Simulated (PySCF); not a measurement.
C₄H₁₀OSi, SMILES C[C@]1([SiH3])OCC1.

Coordinates come from a B3LYP-D3(BJ)/def2-SVP optimisation. The structure was generated by enumeration; whether it is a known compound was not checked.

All values below come from TDA-LC-ωPBE/def2-SVPD (PySCF).

Vertical excitations. The molecule is in vacuum.

Computed excitation energies, oscillator strengths and character:
| state | energy (eV) | λ (nm) | f | main pairs |
|---|---|---|---|---|
| S1 | 7.05 | 176 | 0.002 | HOMO→LUMO+3 27 %, HOMO→LUMO+2 19 %, HOMO→LUMO+5 14 %, HOMO→LUMO 12 % |
| S2 | 7.51 | 165 | 0.009 | HOMO→LUMO 58 %, HOMO→LUMO+1 11 % |
| S3 | 7.93 | 156 | 0.014 | HOMO→LUMO+2 45 %, HOMO→LUMO+3 33 % |
| S4 | 8.18 | 152 | 0.019 | HOMO→LUMO+4 29 %, HOMO→LUMO+5 25 %, HOMO→LUMO+2 13 % |
| S5 | 8.32 | 149 | 0.177 | HOMO→LUMO+5 24 %, HOMO→LUMO+1 24 %, HOMO→LUMO+4 12 %, HOMO→LUMO+6 10 % |
| S6 | 8.54 | 145 | 0.075 | HOMO→LUMO+1 33 %, HOMO→LUMO+7 21 %, HOMO→LUMO+4 13 %, HOMO→LUMO+6 10 % |
| T1 | 6.48 | 191 | 0 | HOMO→LUMO+3 25 %, HOMO→LUMO+5 20 %, HOMO→LUMO+2 19 %, HOMO→LUMO+7 12 % |
| T2 | 7.04 | 176 | 0 | HOMO→LUMO 32 %, HOMO→LUMO+1 32 %, HOMO→LUMO+5 6 % |
Triplets are in the Tamm–Dancoff approximation.
